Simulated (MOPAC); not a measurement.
MOPAC input (PM3):

```
PM3 PRECISE GNORM=0.05 LET XYZ CHARGE=1 GEO-OK AUX(PRECISION=9) THREADS=1
C2H7GeO2

C     2.84184500 1    0.28549300 1   -0.09654600 1
C     1.43719000 1   -0.13264400 1    0.13210000 1
O     1.15341200 1   -1.21067600 1    0.81160600 1
O     0.48402300 1    0.53077500 1   -0.32113100 1
Ge   -1.41342400 1    0.14917800 1   -0.13982100 1
H     3.35369900 1    0.39967400 1    0.86236300 1
H     3.36253500 1   -0.49131900 1   -0.66355900 1
H     2.87112000 1    1.22116700 1   -0.64600300 1
H     1.93586000 1   -1.68411200 1    1.13893100 1
H    -1.60121200 1    0.17425400 1    1.37165400 1
H    -1.93651100 1    1.34390000 1   -0.91892800 1
H    -1.52962800 1   -1.21515500 1   -0.80732100 1
```

From the output:

```
                                                       MOPAC v23.2.5 Linux

          FINAL HEAT OF FORMATION =         79.23216 KCAL/MOL =     331.50735 KJ/MOL

          COSMO AREA              =        133.26 SQUARE ANGSTROMS
          COSMO VOLUME            =        121.77 CUBIC ANGSTROMS

          GRADIENT NORM           =          0.04270          =       0.01233 PER ATOM
          IONIZATION POTENTIAL    =         16.043275 EV
          HOMO LUMO ENERGIES (EV) =        -16.043 -5.692
          NO. OF FILLED LEVELS    =         15
          MOLECULAR WEIGHT        =        135.6661         POINT GROUP:  Cs

          MOLECULAR DIMENSIONS (Angstroms)

            Atom       Atom       Distance
            H    11    H     6     5.77758
            H     8    H    10     3.68759
            H    10    H    12     2.14688

          SCF CALCULATIONS        =         34

   ATOM   CHEMICAL          X               Y               Z
  NUMBER   SYMBOL      (ANGSTROMS)     (ANGSTROMS)     (ANGSTROMS)

     1       C          2.87912556  *   0.26621122  *  -0.08317712  *
     2       C          1.44047558  *  -0.05722339  *   0.08195452  *
     3       O          0.90521572  *  -1.07960757  *   0.72044353  *
     4       O          0.47989641  *   0.62304532  *  -0.38260032  *
     5      Ge         -1.26078202  *   0.07646758  *  -0.08793144  *
     6       H          3.37373624  *   0.36018220  *   0.89697608  *
     7       H          3.39328697  *  -0.53159154  *  -0.64358215  *
     8       H          3.03351765  *   1.21011838  *  -0.62923017  *
     9       H          1.52746527  *  -1.67922058  *   1.12378869  *
    10       H         -1.63512371  *   0.05875504  *   1.37826632  *
    11       H         -2.09798231  *   1.13391198  *  -0.78888115  *
    12       H         -1.56916465  *  -1.27031408  *  -0.70548831  *

                             CARTESIAN COORDINATES

   1    C        2.879125561     0.266211223    -0.083177123
   2    C        1.440475585    -0.057223394     0.081954522
   3    O        0.905215721    -1.079607570     0.720443534
   4    O        0.479896414     0.623045320    -0.382600322
   5   Ge       -1.260782020     0.076467581    -0.087931442
   6    H        3.373736240     0.360182197     0.896976084
   7    H        3.393286971    -0.531591537    -0.643582149
   8    H        3.033517653     1.210118378    -0.629230169
   9    H        1.527465266    -1.679220579     1.123788695
  10    H       -1.635123709     0.058755044     1.378266320
  11    H       -2.097982306     1.133911983    -0.788881148
  12    H       -1.569164647    -1.270314078    -0.705488311

           Empirical Formula: C2 H7 O2 Ge  =    12 atoms

      MOLECULAR POINT GROUP   :   Cs

                  EIGENVALUES
 -47.11615 -42.38897 -36.39569 -28.26417 -25.13442 -23.76549 -22.75771 -20.55089
 -20.42319 -19.05035 -18.94111 -18.90079 -18.50123 -16.22051 -16.04328  -5.69150
  -5.34069  -3.73312  -3.69122  -3.64171  -2.38295  -1.78863  -1.35303  -1.12905
  -0.98409  -0.28244  -0.00251

              NET ATOMIC CHARGES AND DIPOLE CONTRIBUTIONS

  ATOM NO.   TYPE          CHARGE      No. of ELECS.   s-Pop       p-Pop
    1          C          -0.130815        4.1308     1.13088     2.99994
    2          C           0.460428        3.5396     1.21115     2.32842
    3          O          -0.220770        6.2208     1.77150     4.44927
    4          O          -0.277095        6.2771     1.78799     4.48911
    5         Ge           0.580058        3.4199     0.72217     2.69777
    6          H           0.112785        0.8872     0.88722
    7          H           0.114788        0.8852     0.88521
    8          H           0.121019        0.8790     0.87898
    9          H           0.277252        0.7227     0.72275
   10          H          -0.021814        1.0218     1.02181
   11          H           0.006043        0.9940     0.99396
   12          H          -0.021879        1.0219     1.02188
 DIPOLE           X         Y         Z       TOTAL
 POINT-CHG.     4.440    -1.237     0.915     4.699
 HYBRID         1.002    -0.336     0.244     1.084
 SUM            5.442    -1.573     1.159     5.782

          ATOMIC ORBITAL ELECTRON POPULATIONS

     Atom    s        px        py        pz
    1  C   1.13088   0.84874   1.08098   1.07021
    2  C   1.21115   0.91130   0.74615   0.67097
    3  O   1.77150   1.46123   1.36372   1.62432
    4  O   1.78799   1.32569   1.56717   1.59625
    5 Ge   0.72217   0.58867   1.04637   1.06273
    6  H   0.88722
    7  H   0.88521
    8  H   0.87898
    9  H   0.72275
   10  H   1.02181
   11  H   0.99396
   12  H   1.02188

 **********************
 *                    *
 * JOB ENDED NORMALLY *
 *                    *
 **********************

 == MOPAC DONE ==
```

The dipole moment of an ion depends on the origin.

The geometry given is a B3LYP-D3(BJ)/def2-TZVP minimum.
